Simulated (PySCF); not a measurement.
Static response to an electric field

C4H12OSi.
Geometry (GFN2-xTB, Å), atoms numbered from 1 in this order:
```
atom  x, y, z in Å
C1     2.2134   -0.9789   -0.1304
O2     1.3609    0.0819   -0.4453
Si3   -0.2246    0.2586   -0.0721
C4    -1.2805   -1.1432   -0.8275
C5    -0.6236    1.9414   -0.8496
C6    -0.5030    0.2629    1.8184
H7     3.1976   -0.7519   -0.5423
H8     2.2981   -1.1040    0.9520
H9     1.8503   -1.9142   -0.5638
H10   -2.3404   -0.9831   -0.6595
H11   -1.0277   -2.1103   -0.3999
H12   -1.1274   -1.2118   -1.9010
H13   -0.4507    1.9343   -1.9205
H14   -1.6630    2.2027   -0.6830
H15   -0.0118    2.7291   -0.4234
H16   -0.2443   -0.6953    2.2622
H17    0.1062    1.0211    2.3027
H18   -1.5382    0.4670    2.0714
```

Level: PBE0/def2-SVPD (PySCF), static field, nuclei fixed, core orbitals frozen in the response. The polarisability tensor in these axes (au):

```
x   78.39 -2.42  1.16
y   -2.42 80.10 -0.43
z    1.16 -0.43 77.85
```

**Question.** What are the eigenvalues, a third of the trace, and Δα (Δα² = ½Σ(αi − αj)² over the three pairs)?

**Answer.** Principal values 76.31, 77.97 and 82.06 au; mean 78.78 au = 11.67 Å³ = 12.99 × 10⁻⁴⁰ C²·m²/J; Δα = 5.13 au (7 % of the mean).

**Question.** What is the dipole moment, and where does it point?

**Answer.** (-0.24, -0.82, 0.51) D, 1.00 D in size, pointing from the negative to the positive side. Measured along this direction, the outermost atoms are H13 and H15 at the negative end and H16 and H11 at the positive end.

**Question.** How large is μ²/3kT at 273 K beside α?

**Answer.** In Gaussian units μ²/3kT = 8.85 Å³ against 11.67 Å³, a ratio of 0.76; the Debye molar polarisation (4π/3)N_A(α + μ²/3kT) is 51.8 cm³/mol, leaving out the vibrational part.

**Question.** What depolarisation ratio follows for Rayleigh scattering of linearly polarised light, taking the static tensor?

**Answer.** ρ = 3Δα²/(45ᾱ² + 4Δα²) = 78.9/(279285 + 105.2) = 0.000282.

**Question.** Directions of the eigenvectors, and the extent of the frame along each?

**Answer.** Largest value along (-0.59, 0.77, -0.24), where the nuclei span 5.27 Å; middle along (0.25, 0.45, 0.86), 4.92 Å; least along (0.77, 0.44, -0.46), 4.32 Å. The response follows the extents in order.

**Question.** Find the Langevin capture rate constant for NO+ (29.998 u) meeting this molecule (104.066 u), k = 2.342 × 10⁻⁹ cm³/s × √(α in Å³ / reduced mass in u).

**Answer.** The reduced mass is 23.29 u, so k = 1.66 × 10⁻⁹ cm³/s. The formula leaves out the permanent dipole, which adds to the capture rate.

Isolated species at its GFN2-xTB geometry, gas phase.
